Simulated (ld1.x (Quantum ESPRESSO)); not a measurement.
Values are calculated unless marked as measured or tabulated.
**Potentials for P (Z = 15) compared**

Generated with ld1.x 7.5 (TM, RRKJ, ultrasoft, PAW), atompaw 4.2 or ONCVPSP 4.0.1. The cutoff is in Ry: for ld1.x and atompaw files where the sum of valence levels is converged to 10 mRy in a Bessel basis, for ONCV files where the hardest occupied wave has 1 mHa per electron of residual kinetic energy. The error is the largest all-electron minus pseudo excitation energy over each file’s own four to seven test configurations (ionisations up to +4, promotions, holes and added fractions of an electron), all of which were solved. The labels leave out finer settings (local radius, basis sizes, second energies), which also bear on the numbers. Spin-polarised tests are not counted. The rows are a selection from randomly drawn settings: files with unsolved tests, undetermined cutoffs or missed reference levels are left out.

| potential | cutoff (Ry) | largest error (meV) | bound ghosts |
| --- | --- | --- | --- |
| TM, PBEsol, scalar-relativistic, rc 1.15/1.50/1.35 (spd), local d, core correction yes, reference 3s2 3p3 | 55 | +771 | none |
| TM semilocal, PBEsol, scalar-relativistic, rc 1.35/1.75/1.60 (spd), local p, core correction yes, reference 3s2 3p3 | 35 | +76 | none |
| TM, PBE, scalar-relativistic, rc 1.40/1.70 (sp), local s, core correction no, reference 3s2 3p3 | 30 | +214 | none |
| RRKJ, PBEsol, scalar-relativistic, rc 1.20/1.25 (sp), local s, core correction yes, reference 3s1.75 3p3.25 | 70 | +102 | none |
| ultrasoft, BLYP, scalar-relativistic, rc 1.55/1.65 (sp), local smoothed, core correction no, reference 3s2 3p3 | 15 | +79 | none |

**Question.** Fill in the row for P: PAW, LDA (PZ), non-relativistic, rc 1.45/1.95 (sp), local smoothed, core correction yes, reference 3s2 3p2.5.

**Answer.** cutoff 18 Ry, largest error -148 meV, bound ghosts: none.

**Question.** Fill in the row for P: TM semilocal, LDA (PZ), non-relativistic, rc 1.80/1.68 (sp), local p, core correction no, reference 3s2 3p1.

**Answer.** cutoff 25 Ry, largest error +49 meV, bound ghosts: none.
